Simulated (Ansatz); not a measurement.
A run for Ansatz (a quantum-chemistry and plane-wave program): U-CCSD(T)/def2-TZVPP on H2OSn (SMILES [OH][SnH]), a point of a bond scan (R = 2.434 Å). Elements past Kr take the def2 small-core potentials; no spin–orbit coupling. The run froze 10 orbitals, filled d shells among them.

Ansatz 0.2 input:
```yaml
crystal:
  periodic: [false, false, false]
  atoms:
    - {symbol: Sn, position_ang: [-0.18386056, -0.15025870, 0.19526245]}
    - {symbol: H, position_ang: [-1.90017873, 0.07248847, -1.51571493]}
    - {symbol: O, position_ang: [1.21528417, 0.79939053, -0.86933130]}
    - {symbol: H, position_ang: [0.92596202, 1.10307134, -1.73634394]}
basis:
  gaussian:
    orbitals: def2-TZVPP
correlation: {method: ccsd_t, electrons: outside_noble_gas}
scf: {omitted_lower_state_checks: [cluster_reference]}
magnetization: {spin_polarized: true, initial_magnetization: 0}
```

Output:

```
WARN ansatz: RAYON_NUM_THREADS=1 ignored (pool sized by the plan → 1); use --threads N
Functional definition: HF
these checks for a lower state are left out or cut short: cluster_reference
integrals: 0.22 GiB planned
828 factors; integrals over basis functions are off by at most 1.1e-3 eV
mean field: 0.29 GiB planned
mean field evaluation 1: about -7870.9176 eV, gradient 2.9e1 eV
mean field evaluation 2: about -7870.9203 eV, gradient 2.9e1 eV
mean field evaluation 4: about -7874.2242 eV, gradient 1.7e0 eV
mean field evaluation 8: about -7874.2579 eV, gradient 5.7e-4 eV
mean field evaluation 16: about -7874.2630 eV, gradient 6.8e-1 eV
mean field evaluation 32: about -7874.2666 eV, gradient 1.6e-1 eV
mean field -7874.27098629 eV, -289.3741213736 hartree, gradient 3.6e-6 eV, S^2 0.155121; 5 other end points of the search recorded, 0 dependent functions left out
10 core orbitals not correlated
reference -7874.27098629 eV, -289.3741213736 hartree; 6, 6 occupied and 93, 93 virtual orbitals, 828 factors
second order -9.13513399 eV of doubles, -0.00000000 eV of singles
coupled cluster: 0.55 GiB planned
cycle   1  -9.16934424 eV  change   -3.4e-2 eV  update   1.1e-1
cycle   2  -9.49185698 eV  change   -3.2e-1 eV  update   5.2e-2
cycle   3  -9.67155439 eV  change   -1.8e-1 eV  update   3.9e-2
cycle   4  -9.69552324 eV  change   -2.4e-2 eV  update   2.3e-2
cycle   5  -9.72541218 eV  change   -3.0e-2 eV  update   1.4e-2
cycle   6  -9.73790256 eV  change   -1.2e-2 eV  update   5.1e-3
cycle   7  -9.73761991 eV  change    2.8e-4 eV  update   2.1e-3
cycle   8  -9.73828215 eV  change   -6.6e-4 eV  update   8.3e-4
cycle   9  -9.73873759 eV  change   -4.6e-4 eV  update   3.4e-4
cycle  10  -9.73856819 eV  change    1.7e-4 eV  update   1.3e-4
cycle  11  -9.73860397 eV  change   -3.6e-5 eV  update   5.2e-5
cycle  12  -9.73861879 eV  change   -1.5e-5 eV  update   2.0e-5
cycle  13  -9.73862247 eV  change   -3.7e-6 eV  update   8.8e-6
coupled cluster: 0.55 GiB planned
perturbative correction -0.38268075 eV, -0.0140632583 hartree
Total energy: -7884.39228951 eV, -289.7460724065 hartree
Checks for a lower state left out: cluster_reference
```

The run converged. Its determinant has ⟨S²⟩ = 0.16, a mixture of spin states.

Cost: about 12 core-seconds (a rough figure).
